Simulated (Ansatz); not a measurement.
Consider the formal exchange of groups at the Se–B bond: `[SiH3][SiH2]B[SeH]` + `C=CCO` → `C=C([SeH])CO` + `B[SiH2][SiH3]`.

Isolated molecules relaxed with PBE0-D4/def2-TZVP in Ansatz; ΔE leaves out vibrations. CCSD(T)/CBS is the MP2 limit (def2-TZVPP, def2-QZVPP) plus CCSD(T) − MP2 in def2-TZVPP, frozen cores. DFT in def2-TZVPP. For Se outer-core shells are correlated without core-valence functions, which leaves a few kJ/mol of doubt a bond. Scalar relativity is left out up to krypton. One conformer a species, not always the lowest.

```tsv
species	ωB97X-V energy (Eh)
`[SiH3][SiH2]B[SeH]`	-3009.30652
`C=CCO`	-193.13509
`C=C([SeH])CO`	-2594.46660
`B[SiH2][SiH3]`	-607.92151
```

Work out ΔE.

ΔE = (-2594.46660) + (-607.92151) − (-3009.30652) − (-193.13509) = 0.05350 Eh = +140.5 kJ/mol. CCSD(T)/CBS gives +146.7 kJ/mol.

Largest T1 diagnostic among the species: 0.014.

At CCSD(T), def2-SVP lies +7.1 kJ/mol from the extrapolated value and def2-TZVPP −2.0 kJ/mol. Leaving LDA and LC-ωPBE aside and taking each functional with its dispersion term where it has one, the values, not all of them listed here, spread over 8.0 kJ/mol, from ωB97X-V to PBE-D4.
